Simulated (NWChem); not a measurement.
Molecule: SiN₃H₇O; SMILES O[Si](N)(N)N

```xyz
12

N      1.4121    -0.9676     0.3400
Si     0.0262    -0.0234    -0.0277
N     -0.1250     1.3773     0.9907
N     -1.3075    -1.1099     0.1464
O      0.1488     0.5827    -1.5803
H      2.3461    -0.7040     0.0596
H      1.4031    -1.6557     1.0796
H      0.1006     1.2740     1.9734
H     -0.9163     2.0019     0.8777
H     -1.3450    -1.9078    -0.4795
H     -2.2339    -0.7139     0.2575
H      0.5715     1.4529    -1.6075
```
Atoms are numbered in this order, from 1.

Computed with NWChem. Structure relaxed at the B3LYP/6-31G* (spherical d) level. Atomic charges in e: unrestrained fits to the electrostatic potential beside Mulliken populations; buried atoms are poorly determined by the fit.

Question: Predict the results for B3LYP/def2-SVP. Quantities: ESP N1; Mulliken N1; ESP Si2; Mulliken Si2; ESP N3; Mulliken N3; ESP N4; Mulliken N4; ESP O5; Mulliken O5; relative RMS misfit of the potential (%).

Answer: 
```yaml
ESP N1: -0.96
Mulliken N1: -0.36
ESP Si2: 1.40
Mulliken Si2: 0.64
ESP N3: -1.07
Mulliken N3: -0.37
ESP N4: -0.99
Mulliken N4: -0.35
ESP O5: -0.78
Mulliken O5: -0.40
relative RMS misfit of the potential (%): 24
```
